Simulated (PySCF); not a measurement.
C9H9NSSi, SMILES c1ccc([SiH2]c2nccs2)cc1 (GFN2-xTB optimised geometry):

```
21

C     -2.882    -2.180     0.000
C     -3.568    -0.977     0.001
C     -2.869     0.216     0.001
C     -1.476     0.234     0.000
Si    -0.596     1.896     0.006
C      1.271     1.699    -0.102
N      1.948     0.609    -0.009
C      3.279     0.800    -0.109
C      3.662     2.093    -0.287
S      2.286     3.117    -0.330
C     -0.802    -0.984     0.000
C     -1.498    -2.180     0.000
H     -3.426    -3.114    -0.001
H     -4.649    -0.970     0.001
H     -3.409     1.152     0.001
H     -0.880     2.641     1.243
H     -1.003     2.712    -1.148
H      3.938    -0.047    -0.046
H      4.649     2.494    -0.393
H      0.278    -0.985     0.001
H     -0.958    -3.117     0.000
```

Level of theory: PBE0/def2-SVP run with PySCF.

**Question.** What are the frontier orbital energies and the dipole moment?

**Answer.** HOMO-2 -7.39 eV, HOMO-1 -7.27 eV, HOMO -7.22 eV, LUMO -1.11 eV, LUMO+1 -0.37 eV; dipole moment 0.91 D.

On the same geometry PBE/def2-SVP in PySCF gives HOMO-2 -6.24 eV, HOMO-1 -6.17 eV, HOMO -6.14 eV, LUMO -1.92 eV, LUMO+1 -1.24 eV; dipole moment 0.91 D.

Meta-Löwdin charges at PBE0/def2-SVP: C1 -0.10, C2 -0.11, C3 -0.10, C4 -0.22, Si5 0.61, C6 -0.20, N7 -0.24, C8 -0.04, C9 -0.25, S10 0.23, C11 -0.10, C12 -0.11, H13 0.11, H14 0.11, H15 0.10, H16 -0.10, H17 -0.10, H18 0.12, H19 0.14, H20 0.12, H21 0.11.
